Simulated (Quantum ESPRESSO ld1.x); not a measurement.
Task: Ni3+, configuration [Ne] 3s1 3p6 3d8 (not the ground configuration). Method: non-relativistic Kohn-Sham, LDA (Slater exchange, Gunnarsson-Lundqvist correlation), spin-unpolarised, spherical densities, point nucleus; computed with ld1.x of Quantum ESPRESSO 7.5. Some entries of the table are withheld. Estimate them.

| orbital | occ. | eigenvalue (Ry) | <r> (bohr) | <1/r> (bohr^-1) |
|---|---|---|---|---|
| 1s | 2 | -599.120 | 0.05491 | 27.47 |
| 2s | 2 | -73.7604 | 0.2487 | 5.940 |
| 2p | 6 | -64.8944 | 0.2167 | 5.908 |
| 3s | 1 | -10.9264 | 0.7451 | 1.900 |
| 3p | 6 | -8.19796 | (1) | (2) |
| 3d | 8 | -3.60993 | 0.8837 | 1.472 |

Result: 
(1) 3p <r> (bohr): 0.7719
(2) 3p <1/r> (bohr^-1): 1.781
